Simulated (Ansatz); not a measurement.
A structure relaxed at PBE0-D4/def2-TZVP, charge 0, multiplicity 1:

Cartesian coordinates in Å:
```
Cl -2.529 0.421 -0.652
C -1.136 -0.328 0.180
Si 0.448 0.297 -0.618
Te 2.445 -0.725 0.477
H -1.194 -0.062 1.235
H -1.231 -1.410 0.090
H 0.501 -0.145 -2.032
H 0.491 1.775 -0.526
H 2.204 0.178 1.847
```

(1) Give its formula and SMILES.

(2) Summarise the bond lengths by kind.

Answers

(1) CH5ClSiTe, `ClC[SiH2][TeH]`.

(2) 1 × C–Cl 1.787 Å; 1 × C–Si 1.881 Å; 2 × C–H 1.090 Å; 1 × Si–Te 2.496 Å; 2 × H–Si 1.482 to 1.483 Å; 1 × H–Te 1.658 Å.

All numbers were calculated with Ansatz.
